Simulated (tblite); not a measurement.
C6H11OPSi.
SMILES with atom numbers: `[CH3:1][c:2]1[cH:3][p:4]([CH2:5][OH:6])[cH:7][c:8]1[SiH3:9]` (hydrogens: H10, H11, H12 on C1; H13 on C3; H14, H15 on C5; H16 on O6; H17 on C7; H18, H19, H20 on Si9)

Structure used (GFN2-xTB), in Å, numbered top down from 1:
```xyz
20
C6H11OPSi angstrom
C     -1.7278    1.4568    0.6354
C     -0.5895    0.8216   -0.0886
C      0.5517    1.4499   -0.4366
P      1.6364    0.3838   -1.4073
C      2.9306   -0.0004   -0.0874
O      2.4072   -0.4037    1.1393
C      0.4952   -0.9803   -1.1068
C     -0.6251   -0.5875   -0.4656
Si    -2.0558   -1.7367   -0.0507
H     -1.5148    2.5005    0.8570
H     -1.9240    0.9287    1.5680
H     -2.6314    1.4045    0.0291
H      0.7588    2.4951   -0.2681
H      3.5494   -0.8216   -0.4570
H      3.5580    0.8990    0.0085
H      1.7580    0.2495    1.4314
H      0.6786   -1.9750   -1.4760
H     -3.2837   -1.2214   -0.6665
H     -2.2276   -1.7825    1.4056
H     -1.7492   -3.0694   -0.5670
```

Level: GFN2-xTB in tblite, geometry and Hessian alike; calculated harmonic values, unscaled, isolated species. Against measured fundamentals such values can be off by several per cent, at times by over 20. Modes of hydrogen on silicon can be 10 to 20 % off. One conformer, not necessarily the lowest.

Harmonic wavenumbers (cm⁻¹): 55.1, 75.6, 90.3, 122.7, 152.9, 182.8, 207.2, 246.2, 316.2, 325.3, 365.4, 399.9, 452.9, 504.7, 512.6, 546.6, 610.5, 658.3, 695.8, 747.5, 780.3, 782.5, 785.8, 788.7, 799.5, 813.6, 850.2, 1007.9, 1018.5, 1022.9, 1066.2, 1118.1, 1122.9, 1154.7, 1245.2, 1302.4, 1317.6, 1398.8, 1431.5, 1471.3, 1474.7, 1510.5, 1594.2, 2228.4, 2233.7, 2278.5, 2845.4, 2966.3, 3002.3, 3015.0, 3035.4, 3079.4, 3098.8, 3488.9.

A = 1817, B = 807.1, C = 718.9 MHz; mass 158.032 u (most abundant isotopes); point group C1, symmetry number 1.

What is the zero-point energy?

½Σν̃ = 32199 cm⁻¹ = 385.19 kJ/mol.

Give the ideal-gas entropy at 273.15 K and 1 bar in the rigid-rotor, harmonic-oscillator model (classical rotation).

Translation 170.18, rotation 124.85, vibration 132.65: S = 427.7 J/(mol K).

And Cp and H(273.15 K) − H(0)?

Cp = 178.25 J/(mol K), of which vibrations give 144.99 (their classical limit is 54 R = 449.0); H(273.15 K) − H(0) = 28.84 kJ/mol without the zero-point energy, 19.76 from vibrations.

Which modes carry the vibrational entropy at 273.15 K?

55.1 cm⁻¹: 18.63; 75.6 cm⁻¹: 16.02; 90.3 cm⁻¹: 14.57; 122.7 cm⁻¹: 12.09; 152.9 cm⁻¹: 10.34; 182.8 cm⁻¹: 8.94 J/(mol K); the other 48 give 52.06 together.

Blend soft modes into free rotors: weight 1/[1 + (100 cm⁻¹/ν̃)⁴] for the oscillator and the rest for a rotor with moment μB/(μ + B), μ = h/(8π²ν), B = 10⁻⁴⁴ kg m². What vibrational entropy results?

124.10 J/(mol K) in place of 132.65, which changes −T·S at 273.15 K by +2.33 kJ/mol.

Hindered rotation and anharmonicity are outside this model. Other conformers, if any are populated, would add a mixing term that is left out. The structure is chiral; the term R ln 2 for an equal mix with its mirror image is left out.
